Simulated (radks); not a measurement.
Results of a calculation; reference values are marked as such.
Ionisation of V, [Ar] 3d3 4s2, to V+, [Ar] 3d4, under several functionals. Scalar-relativistic Kohn-Sham, spin-polarised, spherical densities, point nucleus; open shells are filled with parallel spins first; a radial shooting solver on a logarithmic mesh with Libxc functionals. The NIST Atomic Spectra Database gives 6.746 eV (measured). Rank these functionals by the error of their Delta-SCF ionisation energy: XLYP; BLYP; Wu-Cohen GGA; PBE; LDA (Slater exchange, Perdew-Wang correlation); exchange-only LDA; revPBE.

Answer. From best to worst: XLYP 6.316 eV (-0.430); LDA (Slater exchange, Perdew-Wang correlation) 6.249 eV (-0.497); BLYP 6.244 eV (-0.502); PBE 5.966 eV (-0.780); revPBE 5.860 eV (-0.887); Wu-Cohen GGA 5.803 eV (-0.943); exchange-only LDA 5.304 eV (-1.443). Open shells are spherical and high-spin; term and fine-structure splittings are not resolved.
